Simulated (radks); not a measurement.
Pr+, 58 electrons, occupied as [Xe] 4f3 5d1 (not the ground configuration). All-electron calculation, scalar-relativistic Kohn-Sham, PBEsol, spin-polarised, spherical densities, finite nucleus; open shells are filled with parallel spins first (spin-orbit coupling, left out, can overturn this in heavy ions); Fermi nuclear charge, rms radius 4.8919 fm. Program: a radial shooting solver on a logarithmic mesh with Libxc functionals.

Normalised radial functions P(r) = r R(r), r in bohr:

```
   r/bohr * 4f up (the largest magnitude, 0.923, reaches the edge; | marks zero)
 0.002417 *
 0.002814 *
 0.003276 *
 0.003783 *
 0.004404 *
 0.005127 *
 0.005921 *
 0.006893 *
 0.008025 *
 0.009342 *
  0.01079 *
  0.01256 *
  0.01462 *
  0.01702 *
  0.01966 *
  0.02289 *
  0.02664 *
  0.03102 *
  0.03582 *
   0.0417 *
  0.04855 *
  0.05607 *
  0.06527 |*
  0.07599 |*
  0.08846 | *
   0.1022 |  *
   0.1189 |   *
   0.1385 |     *
   0.1612 |        *
   0.1861 |           *
   0.2167 |                *
   0.2523 |                     *
   0.2914 |                           *
   0.3392 |                                  *
   0.3949 |                                        *
   0.4597 |                                              *
   0.5309 |                                                   *
    0.618 |                                                     *
   0.7195 |                                                      *
   0.8376 |                                                    *
   0.9673 |                                                 *
    1.126 |                                            *
    1.311 |                                       *
    1.526 |                                 *
    1.763 |                            *
    2.052 |                      *
    2.389 |                 *
    2.759 |             *
    3.212 |          *
    3.739 |       *
    4.353 |    *
    5.027 |   *
    5.852 | *
    6.813 |*
    7.931 |*
    9.159 *
    10.66 *
```

4f up: eigenvalue -5.958 eV, 0 radial nodes, <r> = 1.19 bohr, 90 % of the charge inside 2.14 bohr.
